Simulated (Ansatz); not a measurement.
`FC[C@@H](F)[C@@H](F)OC(F)F` + H₂ → `FCOC(F)F` + `FCCF`  (hydrogenolysis of a C–C bond)

Program: Ansatz. Geometries: PBE0-D4/def2-TZVP. ΔE: electronic, gas phase. CBS: MP2 limit from def2 TZ/QZ plus the TZ coupled-cluster correction, frozen cores. This one scheme is used for every species. One conformer a species, not always the lowest.

| level | ΔE (kJ/mol) |
| --- | --- |
| CCSD(T)/def2-SVP | -29.2 |
| HF/def2-QZVPP | -65.9 |
| MP2/CBS(def2) | -38.0 |
| CCSD/CBS(def2) | -44.6 |

Problem. What does CCSD(T)/CBS give? (Estimate.)

Solution. The calculation gave: -39.3 kJ/mol. The listed levels differ from it by 10.1, -26.6, 1.3, -5.3 kJ/mol.

Largest T1 diagnostic among the species: 0.012.

The D4 term adds +12.3 kJ/mol with B3LYP and +7.2 kJ/mol with PBE0; it sums over pairs of atoms, weighted by their polarisabilities, and B3LYP, whose exchange is more repulsive, gets the larger term. From r2SCAN to r2SCAN0 (25 % exact exchange), in def2-TZVPP and without D4, ΔE moves by −3.7 kJ/mol.

B3LYP here is the variant with VWN-RPA as its local correlation; programs differ in this.
